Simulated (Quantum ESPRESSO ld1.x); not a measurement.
Results of a calculation; reference values are marked as such.
One sound ld1.x (Quantum ESPRESSO 7.5) input for neutral lithium gives E = -7.3441 hartree in 15 iterations:

```
 &input
    zed=3.0,
    iswitch=1,
    rel=1,
    lsd=1,
    dft='PW',
    config='[He] 2s1',
    prefix='ld1',
    max_out_wfc=37,
    file_charge='ld1.rho',
 /
```

Changed or added lines, one case at a time, and what came of them:

- config='[He] 2s1 1s1': refused. The program stops in occ_spin with "wrong occupations": the bracketed core already holds 1s.
- beta=0.001: harmless. The cycle still converges, in 152 iterations against 15.
- config='[He] 2s1 3f1': refused. The program stops in el_config with "main/angular quantum number mismatch": l must be smaller than n.
- config='[He] 2s1 3s4': refused. The program stops in el_config with "wrong occupancy:4": an s shell holds at most 2 electrons.
- lsd=2: refused. The program stops in ld1_readin with "lsd not correct": lsd takes 0 or 1.
- dft='SCAN': refused. The program stops in set_dft_from_name with "libxc needed for this functional": this build has no Libxc.
- config='[Yb] 2s1': refused. The program stops in el_config with "wrong core: Yb": the cores known are He, Ne, Ar, Kr, Xe, Hg and Rn.
